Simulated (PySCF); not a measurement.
Spinor energies of Gd²⁴⁺ (gadolinium, charge +24)

Start: [Kr] 4d4; 4d3/2 filled at m_j = -3/2, -1/2, +1/2, +3/2. Calculated with PySCF 2.14 in an uncontracted even-tempered set (17 s from 1.8 bohr⁻², ratio 2.8; 14 p from 2.3 bohr⁻², ratio 2.8; 9 d from 2.3 bohr⁻², ratio 2.8; 4 f from 9.5 bohr⁻², ratio 3): generalised Hartree-Fock with the X2C-1e Hamiltonian and a Gaussian nucleus; spin-orbit coupling (SO) screened by Boettger's factors.

```
spinor shell  electrons  ε, screened SO (eV)  weight of nominal j (screened SO)  rms radius, screened SO (bohr)
       1s1/2          2             -51231.3                              1.000                          0.0249
       2s1/2          2              -9200.4                              1.000                           0.101
       2p1/2          2              -8759.9                              1.000                          0.0864
       2p3/2          4              -8055.6                              1.000                          0.0928
       3s1/2          2              -2649.2                              1.000                           0.260
       3p1/2          2              -2459.2                              1.000                           0.250
       3p3/2          4              -2309.2                              1.000                           0.263
       3d3/2          4              -1987.4                              1.000                           0.235
       3d5/2          6              -1950.0                              1.000                           0.239
       4s1/2          2              -1058.3                              1.000                           0.549
       4p1/2          2              -983.54                              1.000                           0.556
       4p3/2          4              -930.14                              1.000                           0.581
       4d3/2          4              -810.22                              1.000                           0.584
```

| quantity | screened SO |
| --- | --- |
| E (hartree) | -11014.78377 |
| M_J | 0 |
| ⟨J²⟩ | 0.000 |
| ⟨L²⟩ | 2.443 |
| ⟨S²⟩ | 2.443 |

Breit and QED terms are absent; they matter most for the inner s and p1/2 levels.

Densities and radii are taken from the X2C orbitals without a picture-change correction, which distorts them close to the nucleus.
